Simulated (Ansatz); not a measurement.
Reaction (ligand exchange at the Sn–C bond): `N#[C][SnH3]` + `N[SiH](O)F` → `N[SiH](F)[O][SnH3]` + `C#N`

Computed with Ansatz on PBE0-D4/def2-TZVP structures; ΔE is electronic, products minus reactants. CCSD(T)/CBS is the MP2 limit (def2-TZVPP, def2-QZVPP) plus CCSD(T) − MP2 in def2-TZVPP, frozen cores. This one scheme is used for every species. DFT in def2-TZVPP. B3LYP here is the variant with VWN-RPA as its local correlation; programs differ in this. def2 core potentials past Kr. For Sn outer-core shells are correlated without core-valence functions, which leaves a few kJ/mol of doubt a bond. Each species was taken in one conformer, which may not be the lowest.

`N#[C][SnH3]`:

Cartesian coordinates in Å:
```
N -0.567 -0.044 2.540
C -0.317 -0.022 1.416
Sn 0.144 0.011 -0.646
H 1.056 1.417 -0.900
H 1.027 -1.404 -0.951
H -1.343 0.041 -1.459
```

`N[SiH](O)F`:

Z-matrix (Å, degrees):
```
Si
O 1 1.629
F 1 1.596 2 112.6
N 1 1.699 2 110.7 3 116.3
H 1 1.474 2 104.5 3 -115.6
H 2 0.959 1 117.0 3 -71.5
H 4 1.007 1 120.5 2 -153.1
H 4 1.006 1 121.6 2 56.5
```

`N[SiH](F)[O][SnH3]`:

Z-matrix (Å, degrees):
```
Si
F 1 1.599
O 1 1.609 2 112.2
N 1 1.710 2 103.7 3 -118.6
Sn 1 3.223 2 104.1 3 -29.5
H 1 1.477 2 106.4 3 117.6
H 4 1.007 1 120.6 2 -175.9
H 4 1.008 1 119.6 2 -31.1
H 5 1.704 1 100.3 2 -142.0
H 5 1.701 1 125.1 2 91.0
H 5 1.701 1 90.8 2 -28.3
```

`C#N`:

```xyz
3

C    -0.015   -0.019   -0.008
N     0.660    0.827    0.366
H    -0.645   -0.808   -0.358
```

| level | ΔE (kJ/mol) |
| --- | --- |
| PBE0-D4 | -5.5 |
| B3LYP-D4 | -13.4 |
| ωB97X-V | -9.9 |
| PBE | -3.5 |
| r2SCAN | -10.2 |
| PBE0 | -1.2 |
| HF/def2-QZVPP | -7.9 |
| MP2/CBS(def2) | -12.4 |

Problem. What does CCSD(T)/CBS give? (An estimate is asked.)

Solution. Ansatz gave: -12.9 kJ/mol. The listed levels differ from it by 7.4, -0.5, 3.0, 9.4, 2.7, 11.7, 5.0, 0.5 kJ/mol.

Largest T1 diagnostic among the species: 0.014.

The D4 term adds −7.3 kJ/mol with B3LYP and −4.3 kJ/mol with PBE0; it sums over pairs of atoms, weighted by their polarisabilities, and B3LYP, whose exchange is more repulsive, gets the larger term.
